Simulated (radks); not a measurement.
Numerical settings for neutral bromine, [Ar] 3d10 4s2 4p5. Method: non-relativistic Kohn-Sham, BLYP, spin-unpolarised, spherical densities, point nucleus; computed with a radial shooting solver on a logarithmic mesh with Libxc functionals. The defaults (mesh step 0.008 in ln r, mesh end at 40 bohr or more with all orbitals vanishing there, Anderson mixing 0.5 over 9 steps, residual threshold near 1e-9 with the energy settled to 1e-9 hartree or 1e-11 of itself, here a cap of 52 iterations) give E = -2574.2005 hartree and 4p at -7.742 eV in 14 iterations. Run on one thread of a shared host, so times are rough (Arm Neoverse N1): 0.11 s of CPU time, 0.11 s wall, 14 iterations on 2669 mesh points. Changes against that run (0 stands for a change within the tolerance of the run):

| setting | iterations | converged | E (mhartree) | e(4p) (meV) | CPU (s) |
|---|---|---|---|---|---|
| mesh step in ln r 0.05 | 14 | yes | +0.00648 | 0 | 0.03 |
| mesh step in ln r 0.08 | 14 | yes | +0.106 | 0 | 0.03 |
| mesh step in ln r 0.005 | 14 | yes | 0 | 0 | 0.16 |
| mesh end (bohr) 2 | 14 | level above zero | +1.04e+04 | +6.74e+04 | 0.16 |
| mesh end (bohr) 12 | 14 | yes | +0.00152 | +0.196 | 0.1 |
| residual threshold 0.01 | 9 | yes | 0 | +0.646 | 0.08 |
| residual threshold 0.1 | 9 | yes | 0 | +0.646 | 0.08 |
| mixing 0.2 | 18 | yes | 0 | 0 | 0.13 |
| linear mixing, mixing 0.5 | 30 | yes | 0 | 0 | 0.18 |
| linear mixing, mixing 0.8 | 52 | no | 0 | +0.0114 | 0.31 |
| mixing history 3 | 17 | yes | 0 | 0 | 0.12 |
| iteration cap 2 | 2 | no | +289 | -7.57e+03 | 0.02 |

Settled on a wrong energy, with an occupied level pushed above zero by the early mesh end: mesh end (bohr) 2 (+10.4 hartree). Apart from these: no run marked as converged misses the energy by more than 1 mhartree. A mesh that ends early acts as a hard wall.
